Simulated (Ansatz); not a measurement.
`C1CCC2(CC1)CCCC2`, one more setting.

```yaml
crystal:
  periodic: [false, false, false]
  atoms:
    - {symbol: C, position_ang: [-1.487577, -1.450799, -1.603355]}
    - {symbol: C, position_ang: [-0.434879, -1.827075, -0.609644]}
    - {symbol: C, position_ang: [-0.572206, -0.767593, 0.748889]}
    - {symbol: C, position_ang: [-0.383134, 0.405041, -0.004837]}
    - {symbol: C, position_ang: [-0.801136, 0.747090, -1.107731]}
    - {symbol: C, position_ang: [-1.036060, 0.061015, -2.092456]}
    - {symbol: C, position_ang: [-0.009781, 1.297261, 1.411180]}
    - {symbol: C, position_ang: [1.021320, 0.991237, 2.557237]}
    - {symbol: C, position_ang: [2.234968, 0.499154, 1.280103]}
    - {symbol: C, position_ang: [1.211321, 0.373501, 0.064113]}
    - {symbol: H, position_ang: [-1.579415, -2.349449, -2.629505]}
    - {symbol: H, position_ang: [-2.338876, -1.799871, -1.318001]}
    - {symbol: H, position_ang: [-0.557298, -3.224358, -0.198083]}
    - {symbol: H, position_ang: [0.334037, -2.150445, -0.509406]}
    - {symbol: H, position_ang: [0.066938, -1.335881, 1.735584]}
    - {symbol: H, position_ang: [-1.491092, -0.969932, 0.826434]}
    - {symbol: H, position_ang: [-0.566620, 1.935849, -1.347393]}
    - {symbol: H, position_ang: [-2.017610, 0.749947, -0.877210]}
    - {symbol: H, position_ang: [0.282248, -0.224063, -2.990064]}
    - {symbol: H, position_ang: [-1.636128, 0.246655, -3.037228]}
    - {symbol: H, position_ang: [-0.039897, 2.528139, 1.017113]}
    - {symbol: H, position_ang: [-1.134138, 1.338602, 1.778665]}
    - {symbol: H, position_ang: [0.457984, 0.284410, 3.280417]}
    - {symbol: H, position_ang: [1.265967, 1.918249, 2.617194]}
    - {symbol: H, position_ang: [3.020887, 1.119620, 1.399463]}
    - {symbol: H, position_ang: [2.446292, -0.310597, 1.638040]}
    - {symbol: H, position_ang: [1.516499, 1.548488, -0.664365]}
    - {symbol: H, position_ang: [2.011138, -0.200099, -0.812637]}
basis:
  gaussian: {orbitals: def2-TZVP}
hamiltonian: {xc: {name: r2SCAN50}, dispersion: d3bj}
```

```sh
$ ansatz run in.yaml --threads 4 --pin off --events-out ev --progress --plain --max-ram 66560MiB --backend cuda --devices 0, --max-vram 37GiB
```

Output, abridged:

```
Warning: the engine holds no damping parameters fitted to this dispersion correction and functional, so the run takes those fitted to r2scan50 beside the three-body term, which d3bj leaves out (hamiltonian.dispersion, under Limitations)
Functional definition: r2SCAN50
3002 factors; their error is unknown
mean field evaluation 1: about -10617.5636 eV, gradient 8.4e1 eV
mean field evaluation 2: about -10603.5599 eV, gradient 1.1e2 eV
mean field evaluation 4: about -10635.3264 eV, gradient 6.1e0 eV
mean field evaluation 8: about -10635.4271 eV, gradient 1.1e-1 eV
mean field evaluation 16: about -10635.4287 eV, gradient 7.4e-4 eV
mean field -10635.42872903 eV, -390.8447968392 hartree, gradient 8.6e-5 eV, S^2 0.000000; 0 other end points of the search recorded, 0 dependent functions left out
reference -10635.42873905 eV, -390.8447972074 hartree; 39, 39 occupied and 379, 379 virtual orbitals, 3002 factors
Total energy: -10635.76540742 eV, -390.8571695418 hartree
```

Run time 6 s (4 threads of an AMD EPYC 7R13 on a shared host and a share of an NVIDIA H100 80 GB); peak host memory 1.4 GiB.
